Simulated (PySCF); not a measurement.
Bonding in `C=CCC(=C)CO`

Species: C6H10O.
Numbering: `[CH2:1]=[CH:2][CH2:3][C:4](=[CH2:5])[CH2:6][OH:7]` (hydrogens: H8, H9 on C1; H10 on C2; H11, H12 on C3; H13, H14 on C5; H15, H16 on C6; H17 on O7)

Cartesian coordinates in Å at the GFN2-xTB level; atoms count from 1:
```xyz
17
C6H10O angstrom
C      2.4083    0.5576    0.6900
C      1.6440   -0.4393    0.2871
C      0.6117   -0.3269   -0.7964
C     -0.7636   -0.4343   -0.1920
C     -1.4973   -1.5335   -0.2473
C     -1.2516    0.8267    0.4765
O     -1.4342    1.8815   -0.4475
H      2.3490    1.5340    0.2368
H      3.1285    0.4421    1.4825
H      1.7104   -1.4119    0.7576
H      0.7062    0.6404   -1.2937
H      0.7594   -1.1260   -1.5258
H     -1.1473   -2.4264   -0.7381
H     -2.4748   -1.5912    0.2029
H     -2.1833    0.6317    1.0254
H     -0.4964    1.1884    1.1804
H     -2.0761    1.5991   -1.1082
```

Bond orders from the PBE0/pcSseg-1 density (PySCF). The structure is a single GFN2-xTB conformer in the gas phase; no vibrational or solvent corrections.

**Question.** How far do the computed orders between heavy atoms stray from the drawn ones?

**Answer.** The largest departure is 0.065, at C6–O7 (drawn single, 0.935).

**Question.** Give the Mayer order of every bond between heavy atoms, beside its length.

**Answer.** 
| bond | drawn as | length (Å) | Mayer order |
| --- | --- | --- | --- |
| C1–C2 | double | 1.319 | 1.975 |
| C2–C3 | single | 1.501 | 1.023 |
| C3–C4 | single | 1.506 | 1.009 |
| C4–C5 | double | 1.323 | 1.958 |
| C4–C6 | single | 1.508 | 1.020 |
| C6–O7 | single | 1.414 | 0.935 |

By pair of heavy elements: C–C: lowest C3–C4 (1.009, 1.506 Å), highest C1–C2 (1.975, 1.319 Å).

**Question.** And the bonds to hydrogen?

**Answer.** C–H: 0.93 to 0.96 (9 bonds); H–O: 0.95 (1 bond).

**Question.** Sum the orders of all bonds at each heavy atom with more than one neighbour and set the sums beside the valence in the SMILES.

**Answer.** C1 3.882 (drawn 4), C2 3.957 (drawn 4), C3 3.907 (drawn 4), C4 3.987 (drawn 4), C5 3.848 (drawn 4), C6 3.832 (drawn 4), O7 1.885 (drawn 2). Orders between atoms that aren't bonded are not in these sums.

Mayer orders depend on the basis set.
